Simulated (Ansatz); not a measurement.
TiH₄⁺, relaxed as a doublet with UKS B3LYP-D4/def2-TZVP in Ansatz, starting from the B3LYP-D4/def2-TZVP geometry of the neutral singlet. Force threshold 0.02 eV/Å.

In the charge 1 doublet, H3 and H4 lie 0.77 Å apart (atoms count from 1), so H2 has formed as a molecule.

Start:

```tsv
atom	x (Å)	y (Å)	z (Å)
Ti1	0.0000	0.0000	0.0000
H2	1.1985	-0.6744	-0.9901
H3	-0.5860	1.4221	-0.7112
H4	0.6584	0.3583	1.5197
H5	-1.2709	-1.1060	0.1815
```

Question: Estimate the energy that the relaxation releases and the steps that it takes.

Answer: 80.9 kcal/mol, in 24 steps; 32 s on 4 threads of Arm Neoverse V1 on a shared host. The force fell under the threshold at step 4, but the optimiser went on and released 3.375 eV more. No frequencies were taken in this run, so the end may be a saddle point.

Question: Does the start keep its bonding and symmetry?

Answer: By distances, no bond broke or formed. The bond that changes most is Ti1–H4, from 1.69 to 2.12 Å (atoms count from 1). A close non-bonded pair moves further: H3–H4, from 2.77 to 0.77 Å. Point group Td at the start, Cs at the end, both within 0.05 Å.

Question: Predict the relaxed structure.

Answer: 
```xyz
5

Ti    0.4119   -0.7869    0.1492
H     0.9000   -0.4249   -1.4055
H    -0.2909    1.1880    0.2029
H     0.1836    1.2141    0.8034
H    -1.2046   -1.1904    0.2500
```
Bond lengths: 4 × H–Ti 1.67 to 2.12 Å.
